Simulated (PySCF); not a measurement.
Br2W, SMILES [Br][W][Br] (connectivity only; charge and spin as stated), neutral, multiplicity 5.

Geometry optimised at r2SCAN-D4/def2-SVP. The spin state was assumed, not searched. The def2 effective core potentials stand for the cores of W; spin–orbit coupling is left out.

Computed with PySCF with TDA-PBE0/def2-SVPD.

Vertical excitations. The molecule is in vacuum.

Question: Give excitation energies, oscillator strengths and character. (Estimate from the structure and the level; the computed values follow.)

Answer: 
```
state    energy (eV)  λ (nm)      f                              main pairs
-------  -----------  ------  -----  --------------------------------------
root 1          0.43    2894  0.000                        α HOMO→LUMO 98 %
root 2          1.21    1029  0.002                      α HOMO−1→LUMO 97 %
root 3          1.23    1007  0.000                      α HOMO−2→LUMO 98 %
root 4          1.52     817  0.000                      α HOMO−3→LUMO 98 %
root 5          3.01     411  0.000                      α HOMO→LUMO+1 98 %
root 6          3.83     324  0.009                      α HOMO−4→LUMO 92 %
root 7          3.87     320  0.000                      α HOMO−5→LUMO 97 %
root 8          3.89     319  0.004                    α HOMO−1→LUMO+1 91 %
root 9          3.90     318  0.008                    α HOMO−2→LUMO+1 95 %
root 10         4.00     310  0.010  α HOMO−6→LUMO 73 %, α HOMO→LUMO+2 18 %
```
Unrestricted roots are not spin-pure.
